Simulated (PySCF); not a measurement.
C₄H₁₂Mo, SMILES [CH3][Mo]([CH3])([CH3])[CH3], multiplicity 1. Geometry: B3LYP-D3(BJ)/def2-SVP. The spin state was assumed, not searched. The def2 effective core potentials stand for the cores of Mo; spin–orbit coupling is left out.

Computed equilibrium geometry at B3LYP-D3(BJ)/def2-SVP (PySCF confirms it by a frequency run) as a Z-matrix, and its point group:
point group D2d.
```
Mo
C 1 2.0750
H 2 1.1050 1 117.39
H 2 1.1050 3 109.73 1 -137.42
H 2 1.1164 3 108.19 4 -117.83
C 1 2.0750 2 112.70 3 171.07
H 6 1.1050 1 117.39 2 171.07
H 6 1.1050 7 109.73 1 -137.42
H 6 1.1164 7 108.19 8 -117.83
C 1 2.0750 2 103.19 3 -67.08
H 10 1.1050 1 117.39 2 -67.08
H 10 1.1050 11 109.73 1 -137.42
H 10 1.1164 11 108.19 12 -117.83
C 1 2.0750 2 112.70 3 54.77
H 14 1.1050 1 117.39 2 54.77
H 14 1.1050 15 109.73 1 -137.42
H 14 1.1164 15 108.19 16 -117.83
```
